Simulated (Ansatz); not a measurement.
Isolated molecules relaxed with PBE0-D4/def2-TZVP in Ansatz; ΔE leaves out vibrations. CCSD(T)/CBS adds triple-zeta CCSD(T) − MP2 to the extrapolated MP2 energy (def2 sets, frozen cores). Functionals use def2-TZVPP. For Ge outer-core shells are correlated without core-valence functions, which leaves a few kJ/mol of doubt a bond. Scalar relativity is left out up to krypton. One conformer a species, not always the lowest.

`[CH3][GeH]([F])[SH]` + `CCOB(Cl)Cl` → `CC[O][GeH]([CH3])[F]` + `SB(Cl)Cl`  (redistribution)

```
       level  ΔE (eV)
      B2PLYP     0.77
      r2SCAN     0.78
        PBE0     0.80
HF/CBS(def2)     0.85
```

What does CCSD(T)/CBS give? (An estimate is asked.)

The calculation gave: +0.76 eV. The listed levels differ from it by 0.01, 0.02, 0.04, 0.09 eV.

Largest T1 diagnostic among the species: 0.012.

From PBE to PBE0 (25 % exact exchange), in def2-TZVPP and without D4, ΔE moves by +0.03 eV. In def2-TZVPP, CCSD(T) changes the Hartree–Fock value by −0.09 eV (the triples alone add −0.02 eV) and MP2 by −0.11 eV.
